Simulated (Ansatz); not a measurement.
Molecule: sum formula Si$_{2}$N$_{2}$H$_{7}$, charge 0, multiplicity 2. It need not be the lowest isomer of its formula. 
Geometry from a B3LYP-D3(BJ)/def2-TZVP (Ansatz, a quantum-chemistry and plane-wave program) optimisation:
```
Si
N 1 1.7239
H 2 1.0079 1 120.49
H 2 1.0080 3 111.17 1 149.00
H 1 1.4801 2 108.55 3 -164.92
H 1 1.4852 5 110.48 2 -117.90
Si 1 2.3904 5 107.97 6 -116.26
N 7 1.7221 1 103.68 5 -59.28
H 8 1.0210 7 114.90 1 -87.27
H 7 1.4832 8 109.83 9 156.51
H 7 1.4921 10 108.96 8 129.13
```
Charge 0, spin multiplicity 2.

Computed values are from Ansatz. Valence correlation only, unless marked. UHF or UKS for open shells. No spin-orbit coupling. No relativistic terms. CBS marks a two-point X^-3 extrapolation of the correlation energy; Hartree-Fock from the larger set.

**Question.** What is the atomisation energy De at CCSD(T)/CBS(cc-pV(T+d)Z,cc-pV(Q+d)Z)?

**Answer.** 3369.6 kJ/mol.

**Question.** What is the T1 diagnostic at CCSD/cc-pV(Q+d)Z?

**Answer.** 0.021.

**Question.** What is the total energy at CCSD(T)/CBS(cc-pV(T+d)Z,cc-pV(Q+d)Z)?

**Answer.** -691.7222 Eh.

**Question.** What is the dipole moment at CCSD(T)/aug-cc-pV(D+d)Z?

**Answer.** 2.36 D.
